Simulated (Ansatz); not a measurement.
Ansatz results at the PBE0-D4/def2-TZVP geometry: LUMO energy (PBE0/def2-TZVPP) 0.73 eV; HOMO energy (ωB97M-V/def2-TZVPP) -10.36 eV; HOMO–LUMO gap (PBE/def2-TZVPP) 6.16 eV.

Each molecule was computed in one conformer, which needn't be the lowest.

(1) Which molecule gave them?
A. `OCCC[SiH3]`
B. `BCB(C)O`
C. `CC(C)O[SiH3]`
D. `CCC[SiH2]O`

## Answers

(1) A. The others give `CCC[SiH2]O`: 0.23, -10.24, 5.98; `BCB(C)O`: -1.45, -10.75, 4.70; `CC(C)O[SiH3]`: 0.40, -10.39, 6.08.
